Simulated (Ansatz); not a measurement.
Ca2Se3, relaxed as a singlet with RKS PBE-D4/def2-SVP in Ansatz, starting from the GFN2-xTB geometry. Force threshold 0.02 eV/Å.

The structure comes from a short search, and lower isomers may exist.

Start:

```xyz
5

Ca    0.275    1.347   -0.890
Ca   -1.843   -0.249    3.054
Se    0.650   -1.754   -2.877
Se   -2.065    1.255    0.295
Se    2.984   -0.599    0.418
```

(1) Estimate the energy that the relaxation releases and the steps that it takes.

(2) Does the start keep its bonding and symmetry?

(3) Predict the relaxed structure.

## Answers

(1) 714.8 kJ/mol, in 19 steps; 29 s on 4 threads of AMD EPYC 7B13 on a shared host. No frequencies were taken in this run, so the end may be a saddle point.

(2) Bonds formed: Ca2–Se3, Ca2–Se5, Se3–Se5 (atoms count from 1). Metal–metal contacts that move far: Ca1–Ca2 4.75 to 3.29 Å. The end is the same structure that another start reached, the lowest one found.

(3) 
```xyz
5

Ca    0.154    1.287   -1.078
Ca   -0.727   -0.860    1.254
Se    0.549   -1.523   -1.195
Se   -1.915    1.421    0.585
Se    1.939   -0.324    0.434
```
Bond lengths (bridged metal pairs left out): 6 × Ca–Se 2.66 to 2.84 Å; 1 × Se–Se 2.45 Å.
